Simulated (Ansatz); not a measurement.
Molecular dynamics, step by step

CHSe (SMILES [CH]=[Se]), doublet, PBE0-D4/def2-SVP (Ansatz 0.2.0). Settings (timestep in fs, temperature in K, friction in 1/fs; T counts 9 degrees of freedom, while the starting velocities carry no drift of the centre of mass, so T starts below the set value):

```yaml
hamiltonian: {xc: pbe0, dispersion: d4}
md: {n_steps: 30, timestep: 0.25, temperature: 1000, ensemble: nvt_langevin, seed: 592, friction: 0.01, initial_velocities: maxwell_boltzmann}
```

Start (the SMILES describes the start alone):

C1  (-0.362, 0.176, -0.176)
Se2  (1.050, 0.632, 0.644)
H3  (-0.688, -0.808, -0.468)
(Å)

```
step  time (fs)  potential energy less the start (meV)  kinetic energy (meV)  T (K)
   0       0.00                                    0.0                 258.5    667
   2       0.50                                   12.0                 254.4    656
   4       1.00                                   22.7                 222.5    574
   6       1.50                                   29.5                 203.2    524
   8       2.00                                   33.0                 189.0    487
  10       2.50                                   37.3                 204.2    527
  12       3.00                                   45.9                 178.0    459
  14       3.50                                   61.5                 178.8    461
  16       4.00                                   84.6                 150.0    387
  18       4.50                                  110.5                 122.5    316
  20       5.00                                  136.7                  93.5    241
  22       5.50                                  156.0                  71.1    183
  24       6.00                                  167.7                  63.3    163
  26       6.50                                  166.8                  69.3    179
  28       7.00                                  155.4                  97.7    252
  30       7.50                                  134.7                 141.4    365
```

Step 4, positions (Å) and forces (eV/Å):

```csv
atom,x,y,z,Fx,Fy,Fz
C1,-0.369,0.179,-0.176,0.645,0.874,0.479
Se2,1.051,0.632,0.644,-0.092,0.169,-0.022
H3,-0.626,-0.817,-0.470,-0.553,-1.043,-0.458
```

Step 10, positions (Å) and forces (eV/Å):

```tsv
atom	x	y	z	Fx	Fy	Fz
C1	-0.378	0.185	-0.174	0.696	0.080	0.368
Se2	1.052	0.632	0.644	-0.206	0.249	-0.049
H3	-0.550	-0.846	-0.487	-0.489	-0.329	-0.319
```

Step 16, positions (Å) and forces (eV/Å):

| atom | x | y | z | Fx | Fy | Fz |
| --- | --- | --- | --- | --- | --- | --- |
| C1 | -0.384 | 0.191 | -0.169 | 0.626 | -1.391 | -0.071 |
| Se2 | 1.054 | 0.632 | 0.644 | -0.220 | 0.319 | -0.021 |
| H3 | -0.493 | -0.890 | -0.511 | -0.406 | 1.072 | 0.092 |

Last step (30):

```
3
angstrom
C -0.3880 0.1879 -0.1540
Se 1.0601 0.6348 0.6434
H -0.4095 -0.8911 -0.5580
```

Hardware: 2 CPU threads of an Arm Neoverse V2, shared host. Wall time about 24 s.
